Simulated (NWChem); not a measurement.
System: CdGeH₄; SMILES [CdH][GeH3]

Excerpt of the output:

```
             Northwest Computational Chemistry Package (NWChem) 7.3.0
             --------------------------------------------------------

                             Geometry "geometry" -> ""
                             -------------------------

 Output coordinates in angstroms (scale by  1.889725989 to convert to a.u.)

  No.       Tag          Charge          X              Y              Z
 ---- ---------------- ---------- -------------- -------------- --------------
    1 Cd                  48.0000     0.35010200     0.95818000    -0.00359400
    2 H                    1.0000     0.46760300     2.64785000    -0.00644900
    3 Ge                  32.0000     0.17435700    -1.58570100     0.00069400
    4 H                    1.0000     0.60010300    -2.20892700    -1.34852300
    5 H                    1.0000     1.06671200    -2.23688000     1.08223100
    6 H                    1.0000    -1.26654800    -2.07609100     0.27178600

 Effective nuclear repulsion energy (a.u.)     393.6509657833

                                 NWChem DFT Module
                                 -----------------

 Summary of "ao basis" -> "ao basis" (spherical)
 ------------------------------------------------------------------------------
       Tag                 Description            Shells   Functions and Types
 ---------------- ------------------------------  ------  ---------------------
 Cd                         def2-svp                11       31   5s3p2d1f
 H                          def2-svp                 3        5   2s1p
 Ge                         def2-svp                12       32   5s4p3d

            General Information
            -------------------
          SCF calculation type: DFT
          Wavefunction type:  closed shell.
          No. of atoms     :     6
          No. of electrons :    56
           Alpha electrons :    28
            Beta electrons :    28
          Charge           :     0
          Spin multiplicity:     1
          Use of symmetry is: off; symmetry adaption is: off
          Maximum number of iterations: 150
          AO basis - number of functions:    83
                     number of shells:    35
          Convergence on energy requested:  1.00D-06
          Convergence on density requested:  1.00D-05
          Convergence on gradient requested:  5.00D-04

              XC Information
              --------------
                         PBE0 Method XC Functional
                     Hartree-Fock (Exact) Exchange  0.250
          PerdewBurkeErnzerhof Exchange Functional  0.750
            Perdew 1991 LDA Correlation Functional  1.000 local
           PerdewBurkeErnz. Correlation Functional  1.000 non-local

             Grid Information
             ----------------
          Grid used for XC integration:  medium
          Radial quadrature: Mura-Knowles
          Angular quadrature: Lebedev.
          Tag              B.-S. Rad. Rad. Pts. Rad. Cut. Ang. Pts.
          ---              ---------- --------- --------- ---------
          Cd                  1.55      123          10.0       590
          H                   0.35       45          12.0       434
          Ge                  1.25      112          11.0       590
          Grid pruning is: on
          Number of quadrature shells:   415
          Spatial weights used:  Erf1

      Superposition of Atomic Density Guess
      -------------------------------------

 Sum of atomic energies:       -2269.01429242

      Non-variational initial energy
      ------------------------------

 Total energy =   -2244.333082
 1-e energy   =   -3565.086495
 2-e energy   =    1134.678439
 HOMO         =      -0.248679
 LUMO         =       0.036963

   convergence    iter        energy       DeltaE   RMS-Dens  Diis-err
 ---------------- ----- ----------------- --------- --------- ---------
 d= 0,ls=0.0,diis     1  -2246.5555095385 -2.43D+03  8.73D-03  1.44D-01
 d= 0,ls=0.0,diis     2  -2246.5766603979 -2.12D-02  2.03D-03  2.62D-02
 d= 0,ls=0.0,diis     3  -2246.5791222653 -2.46D-03  6.69D-04  4.57D-03
 d= 0,ls=0.0,diis     4  -2246.5795622761 -4.40D-04  1.24D-04  2.26D-04
 d= 0,ls=0.0,diis     5  -2246.5795797843 -1.75D-05  3.93D-05  8.38D-06
 d= 0,ls=0.0,diis     6  -2246.5795806223 -8.38D-07  6.21D-06  6.58D-07

         Total DFT energy =    -2246.579580622285
      One electron energy =    -3565.379135422965
           Coulomb energy =     1228.384312481001
    Exchange-Corr. energy =      -95.659731172860
 Nuclear repulsion energy =      186.074973492538

 Numeric. integr. density =       55.999994289772

                       DFT Final Molecular Orbital Analysis
                       ------------------------------------

 Vector   26  Occ=2.000000D+00  E=-3.400102D-01
              MO Center= -1.0D-01, -1.9D+00,  3.9D-01, r^2= 2.3D+00
   Bfn.  Coefficient  Atom+Function         Bfn.  Coefficient  Atom+Function
  ----- ------------  ---------------      ----- ------------  ---------------
    79     -0.337405  6 H  s                 48      0.318802  3 Ge px
    74      0.292554  5 H  s                 51      0.203280  3 Ge px
    45     -0.192158  3 Ge px                80     -0.192190  6 H  s
    75      0.166647  5 H  s                 50      0.068177  3 Ge pz
    42      0.062821  3 Ge px                15      0.061478  1 Cd d -2

 Vector   27  Occ=2.000000D+00  E=-3.358122D-01
              MO Center=  3.8D-01,  1.4D+00, -4.1D-03, r^2= 3.1D+00
   Bfn.  Coefficient  Atom+Function         Bfn.  Coefficient  Atom+Function
  ----- ------------  ---------------      ----- ------------  ---------------
     4      0.602981  1 Cd s                  2     -0.380876  1 Cd s
    32      0.279102  2 H  s                 19      0.193061  1 Cd d  2
    33      0.165526  2 H  s                  1      0.157656  1 Cd s
     3     -0.153620  1 Cd s                  5      0.150121  1 Cd s
    49      0.119177  3 Ge py                17      0.112517  1 Cd d  0

 Vector   28  Occ=2.000000D+00  E=-2.615651D-01
              MO Center=  2.9D-01,  7.3D-02, -2.1D-03, r^2= 4.9D+00
   Bfn.  Coefficient  Atom+Function         Bfn.  Coefficient  Atom+Function
  ----- ------------  ---------------      ----- ------------  ---------------
    49      0.315526  3 Ge py                52      0.294212  3 Ge py
    32     -0.273877  2 H  s                 33     -0.252566  2 H  s
    10     -0.213407  1 Cd py                 7      0.211418  1 Cd py
    46     -0.183241  3 Ge py                41      0.165510  3 Ge s
     4      0.147423  1 Cd s                 40      0.138025  3 Ge s

 Vector   29  Occ=0.000000D+00  E=-3.731997D-02
              MO Center=  3.2D-01,  7.0D-01, -6.9D-04, r^2= 5.8D+00
   Bfn.  Coefficient  Atom+Function         Bfn.  Coefficient  Atom+Function
  ----- ------------  ---------------      ----- ------------  ---------------
    14      0.761310  1 Cd pz                11      0.275595  1 Cd pz
    70      0.246858  4 H  s                 75     -0.236125  5 H  s
     8     -0.233500  1 Cd pz                53      0.185262  3 Ge pz
    12      0.116052  1 Cd px                69      0.096772  4 H  s
    74     -0.092568  5 H  s                 65      0.063800  3 Ge d -1

 Vector   30  Occ=0.000000D+00  E=-3.730991D-02
              MO Center=  3.4D-01,  7.0D-01, -5.5D-03, r^2= 5.8D+00
   Bfn.  Coefficient  Atom+Function         Bfn.  Coefficient  Atom+Function
  ----- ------------  ---------------      ----- ------------  ---------------
    12      0.759584  1 Cd px                80      0.278606  6 H  s
     9      0.274939  1 Cd px                 6     -0.232947  1 Cd px
    51      0.184742  3 Ge px                75     -0.148922  5 H  s
    70     -0.130316  4 H  s                 14     -0.116259  1 Cd pz
    79      0.109244  6 H  s                 64      0.061397  3 Ge d -2

 Vector   31  Occ=0.000000D+00  E=-8.533609D-04
              MO Center=  3.0D-01,  2.3D-01, -2.7D-03, r^2= 6.6D+00
   Bfn.  Coefficient  Atom+Function         Bfn.  Coefficient  Atom+Function
  ----- ------------  ---------------      ----- ------------  ---------------
     5      1.281155  1 Cd s                 41     -1.162931  3 Ge s
    13     -0.625413  1 Cd py                52     -0.614021  3 Ge py
    40     -0.496880  3 Ge s                 33     -0.439864  2 H  s
     4      0.347400  1 Cd s                 39      0.270630  3 Ge s
    70      0.251671  4 H  s                 75      0.251500  5 H  s

     Multipole analysis of the density
     ---------------------------------

     L   x y z        total         alpha         beta         nuclear
     -   - - -        -----         -----         ----         -------
     0   0 0 0      0.000000    -28.000000    -28.000000     56.000000

     1   1 0 0      0.012348    -12.701604    -12.701604     25.415556
     1   0 1 0      0.182632     33.589430     33.589430    -66.996229
     1   0 0 1     -0.000377      0.047647      0.047647     -0.095671

     2   2 0 0    -30.267760    -27.177356    -27.177356     24.086951
     2   1 1 0     -0.391184      3.343623      3.343623     -7.078430
     2   1 0 1      0.000635      0.042032      0.042032     -0.083430
     2   0 2 0    -37.282314   -232.956363   -232.956363    428.630412
     2   0 1 1      0.011648      0.233390      0.233390     -0.455131
     2   0 0 2    -30.246531    -20.593995    -20.593995     10.941460

                                 NWChem DFT Module
                                 -----------------

[...]
```

Level: PBE0/def2-SVP with def2 effective core potentials on Cd, vertical spin-unrestricted ions. Coordinates come from a PBE0/def2-SVP optimisation. Not confirmed as a minimum by frequencies. def2 effective core potentials on Cd; no spin-orbit coupling.

**Question.** Write an input that gives this output.

**Answer.** Several could match; the one computed here: the input that was run:
```
start job
memory heap 200 mb stack 900 mb global 1100 mb
geometry units angstroms noautosym nocenter noautoz
  Cd     0.350102     0.958180    -0.003594
  H      0.467603     2.647850    -0.006449
  Ge     0.174357    -1.585701     0.000694
  H      0.600103    -2.208927    -1.348523
  H      1.066712    -2.236880     1.082231
  H     -1.266548    -2.076091     0.271786
end
basis spherical
  * library def2-svp
end
ecp
  Cd library def2-ecp
end
dft
  xc pbe0
  iterations 150
  vectors input atomic output neutral.movecs
end
task dft energy
charge 1
dft
  odft
  mult 2
  vectors input atomic output cation.movecs
end
task dft energy
```
